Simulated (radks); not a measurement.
Spherical jellium clusters: N electrons in a uniform positive sphere of charge N and radius rs N^(1/3), rs = 2.46 bohr. Method: non-relativistic Kohn-Sham, PBE, spin-polarised, spherical densities; computed with a radial shooting solver with Libxc functionals. Levels are named by radial order and angular momentum (1s, 1p, 1d, 2s, ...), and open shells are averaged over m.

N = 30, configuration 1s2 1p6 1d10 2s2 1f(up 7, down 3). This is the lowest configuration that the search found. Occupied and some empty levels:

level    occupation  eigenvalue (eV)  <r> (bohr)
1s up             1          -10.010       4.398
1s down           1          -9.8934       4.235
1p up             3          -8.1944       5.429
1p down           3          -7.9384       5.312
1d up             5          -6.0832       6.143
1d down           5          -5.7353       6.078
2s up             1          -5.4962       5.239
2s down           1          -5.2713       5.312
1f up             7          -3.7168       6.779
1f down           3          -3.3205       6.766
2p up             0          -2.8682       6.467
2p down           0          -2.6659       6.522
1g up             0          -1.1956       7.548
1g down           0         -0.79688       7.638
2d up             0         -0.72214       9.158

Energy (eV): total -32.7992, kinetic 128.67, external -3748.2, Hartree 1830.7, exchange-correlation -166.37, background 1922.4.
